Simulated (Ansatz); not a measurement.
Species: sum formula SiCl2F, net charge -1, singlet state. 
Structure (B3LYP-D3(BJ)/def2-TZVP (Ansatz, a first-principles code) minimum search):
```
Si
F 1 1.6581
Cl 1 2.2537 2 96.72
Cl 1 2.2537 2 96.72 3 98.85
```
Charge -1, spin multiplicity 1.

Parts of the frozen-core correlation energy in STO-3G (Ansatz, hartree). Frozen orbitals: 16; correlated occupied orbitals by spin: 13 and 13; virtual: 3 and 3. No spin-orbit coupling. Non-relativistic.

```csv
term,value
reference (HF),-1292.86444
MP2 opposite-spin,___
MP2 same-spin,___
CCSD correlation,___
(T),-0.00311
FCI minus CCSD(T),-0.00045
T1 diagnostic,0.010
largest doubles amplitude,0.071
```

Complete the blanks.


- MP2 opposite-spin, value: -0.03980
- MP2 same-spin, value: -0.00667
- CCSD correlation, value: -0.05799
